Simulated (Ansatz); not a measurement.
Born–Oppenheimer molecular dynamics of BClFH4N (8 atoms, charge 0, multiplicity 1). It starts at the highest image of a converged band, a first-order saddle point between two minima.

The calculation used RKS PBE0-D4/def2-SVP (Ansatz).

- ensemble: NVE (velocity Verlet)
- time step: 0.5 fs
- steps asked: 200
- starting velocities drawn for: 100 K
- seed: 11682

First frame:

```xyz
8
Properties=species:S:1:pos:R:3
B 0.043 -0.438 -0.054
Cl -0.306 0.371 2.263
H 1.034 0.178 -0.342
F -1.116 -0.204 -0.647
N 0.154 -1.760 0.647
H -0.597 -2.423 0.457
H 1.065 -2.212 0.633
H -0.057 -1.041 1.732
```

(1) How far do the bonds stretch over the last three quarters of this one trajectory? (Pairs bonded in most of those frames.)

## Answers

(1) 
| bond | mean (Å) | spread (Å) | shortest | longest |
| --- | --- | --- | --- | --- |
| B1–H3 | 1.206 | 0.002 | 1.20 | 1.21 |
| B1–F4 | 1.335 | 0.008 | 1.32 | 1.35 |
| B1–N5 | 1.406 | 0.013 | 1.38 | 1.43 |
| Cl2–H8 | 1.294 | 0.015 | 1.27 | 1.33 |
| N5–H6 | 1.015 | 0.011 | 0.99 | 1.03 |
| N5–H7 | 1.013 | 0.013 | 0.99 | 1.04 |

Mean temperature of the second half: 590 K. The conserved energy stayed within 0.057 meV per atom of its start (net change 0.038 meV per atom), so the integration is sound. The kinetic energy rose, since the run started high on the potential surface and went downhill. It ends in pieces (BFH3N + ClH), so much of that is their flight and rotation, not heat. A run of 0.1 ps of so small a system gives no equilibrium averages. The orbitals stay closed-shell, which can raise the energy where a bond breaks towards radicals; this wasn't checked here.

Time of the run: 7.3 min on 1 thread of Arm Neoverse V2 (shared host), peak memory 0.15 GiB.
